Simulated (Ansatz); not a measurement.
Ansatz (a quantum-chemistry and plane-wave program) input (RI-MP2/def2-QZVPPD):
A basis named .json is the Basis Set Exchange file of that set.

Ansatz 0.2 input:
```yaml
crystal:
  periodic: [false, false, false]
  atoms:
    - {symbol: Ta, position_ang: [-0.26277704, -0.04166657, 0.23187318]}
    - {symbol: O, position_ang: [-1.12727276, -1.26341427, -0.55130930]}
    - {symbol: Cl, position_ang: [-0.13950968, 1.63273643, -1.24231322]}
    - {symbol: Cl, position_ang: [1.79838650, -0.85926738, 0.50606217]}
basis:
  gaussian:
    orbitals: def2-QZVPPD.json
    fitting: {mean_field: def2-universal-jkfit, correlation: def2-QZVPPD-RIFIT.json}
total_charge: 1
magnetization: {spin_polarized: false}
correlation: {method: mp2, electrons: outside_noble_gas}
```

End of the output:

```
integrals: 0.42 GiB planned
560 factors; integrals over basis functions are off by at most 1.5e0 eV
mean field: 1.10 GiB planned
mean field evaluation 1: about -28564.3146 eV, gradient 8.1e1 eV
mean field evaluation 2: about -28530.6855 eV, gradient 1.6e2 eV
mean field evaluation 4: about -28577.5227 eV, gradient 3.3e0 eV
mean field evaluation 8: about -28577.5504 eV, gradient 1.3e-3 eV
mean field -28577.55044354 eV, -1050.2056082409 hartree, gradient 1.4e-6 eV, S^2 0.000000; 0 other end points of the search recorded, 0 dependent functions left out
15 core orbitals not correlated
784 factors; their error is unknown
reference -28577.55044354 eV, -1050.2056082409 hartree; 12, 12 occupied and 281, 281 virtual orbitals, 784 factors
second order -23.38767840 eV of doubles, -0.00000000 eV of singles
Total energy: -28600.93812194 eV, -1051.0650895692 hartree
```
